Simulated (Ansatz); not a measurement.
Dissociation curve of MgH, doublet.

- ROHF/aug-cc-pVDZ (Ansatz, a quantum-chemistry and plane-wave program)
- ROMP2 = MP2 on ROHF/aug-cc-pVDZ, frozen core (Ansatz)
- ROCCSD = CCSD on ROHF/aug-cc-pVDZ, frozen core (Ansatz)
- UHF/aug-cc-pVDZ (Ansatz)
- UMP2 = MP2 on UHF/aug-cc-pVDZ, frozen core run with Ansatz
- UCCSD = CCSD on UHF/aug-cc-pVDZ, frozen core (Ansatz)
- UCCSD(T) = Ansatz with CCSD(T) on UHF/aug-cc-pVDZ, frozen core
- UKS-PBE = Ansatz with unrestricted PBE/aug-cc-pVDZ
- UKS-CAM-B3LYP = Ansatz with unrestricted CAM-B3LYP/aug-cc-pVDZ
- FCI = full CI/aug-cc-pVDZ, frozen core run with Ansatz

All curves are set to zero at 1.74 Å and compared with full CI in the same basis at 1.74, 1.77, 1.85, 1.90, 1.98, 2.17, 2.39, 2.62, 2.91, 3.10, 3.46, 3.81, 4.29, 4.75, 5.24, 6.03, 6.95 Å.

Q: Which method stays most parallel to full CI over these points, and which least?

A: UCCSD(T) has the smallest spread and ROHF the largest. In order (kcal/mol): UCCSD(T) 0.19, UCCSD 0.49, ROCCSD 1.02, UKS-CAM-B3LYP 2.97, UKS-PBE 3.27, UMP2 4.07, UHF 4.98, ROMP2 6.17, ROHF 10.49.

Errors against full CI at some of the points (kcal/mol):

| method | 2.17 Å | 2.62 Å | 3.46 Å | 4.29 Å | 6.95 Å |
|---|---|---|---|---|---|
| UCCSD(T) | 0.1 | 0.0 | -0.1 | -0.1 | -0.1 |
| UCCSD | 0.1 | 0.0 | -0.3 | -0.4 | -0.4 |
| ROCCSD | 0.3 | 0.2 | -0.3 | -0.4 | -0.5 |
| UKS-CAM-B3LYP | 0.6 | 0.6 | 2.2 | 2.9 | 2.9 |
| UKS-PBE | -1.1 | -1.7 | 1.1 | 1.5 | 1.6 |
| UMP2 | 2.1 | 3.9 | 0.8 | -0.1 | -0.2 |
| UHF | 1.4 | -0.1 | -3.0 | -3.4 | -3.6 |
| ROMP2 | 2.2 | 5.8 | 0.1 | -0.4 | -0.4 |
| ROHF | 3.2 | 5.6 | -3.1 | -4.1 | -4.3 |

The T1 diagnostic of CCSD on the restricted reference of ROMP2, ROCCSD exceeds 0.045 at 1.98 to 3.10 Å. The unrestricted determinant behind UHF, UMP2, UCCSD, UCCSD(T) is spin-contaminated at 2.39 to 3.10 Å (<S²> up to 0.9, against 0.75 for a pure doublet).
